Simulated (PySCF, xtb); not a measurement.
C₂H₈BN, SMILES CB(C)N.

Coordinates come from a TPSSh-D3(BJ)/def2-SVP optimisation. The values are those of a single conformer.

The numbers are results of C-PCM-B3LYP/def2-SVP in PySCF, not measurements.

The values are the electrostatic part of the solvation free energy, E(continuum) − E(gas) at the gas-phase geometry, in a cavity of scaled van der Waals radii (PySCF's table); cavitation and dispersion terms are not included. In vacuum the orbital gap is 8.84 eV. The dipole moment in vacuum is 1.46 D.

Task: Estimate the values in water (ε = 78.36), 1-octanol (ε = 9.86), n-hexane (ε = 1.88). (An estimate is asked for; the answer gives what the named calculation found.)

Result: 
```
solvent        ε  ΔG(elec) (kcal/mol)  dipole (D)  gap (eV)
---------  -----  -------------------  ----------  --------
water      78.36                 -2.5        1.84      8.74
1-octanol   9.86                 -2.2        1.80      8.75
n-hexane    1.88                 -1.1        1.62      8.80
```

For comparison, GFN2-xTB/ALPB(water) (xtb, at the GFN2-xTB geometry, all terms of that model) gives -2.5 kcal/mol.
